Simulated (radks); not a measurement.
Values are calculated unless marked as measured or tabulated.
Task: The mean radii <r> (bohr) of the occupied orbitals of an atom or ion are listed with their occupations. Level of theory: Dirac Kohn-Sham, BLYP, spin-unpolarised, spherical densities, point nucleus (a radial shooting solver on a logarithmic mesh with Libxc functionals).

orbital      occ.      <r>
1s1/2           2  0.03111
2s1/2           2   0.1345
2p1/2           2   0.1141
2p3/2           4   0.1192
3s1/2           2   0.3684
3p1/2           2   0.3601
3p3/2           4   0.3710
3d3/2           4   0.3438
3d5/2           6   0.3473
4s1/2           2   0.9090
4p1/2           2   0.9739
4p3/2           4    1.005
4d3/2         3.6    1.317
4d5/2         5.4    1.335
5p1/2    0.333333    3.353
5p3/2    0.666667    3.460

Name the element and its charge. Open shells, if any, are shared by 2j + 1.

Result: Z = 47, silver, charge +1: Ag+ in [Kr] 4d9 5p1. The 1s radius gives Z: for a bare nucleus <r> = (2 gamma + 1)/(2Z) with gamma = sqrt(1 - (Z/c)^2), 0.03062 bohr for Z = 47, and screening makes it slightly larger (0.03111 here). The occupations add up to 46, and the charge is Z minus that.
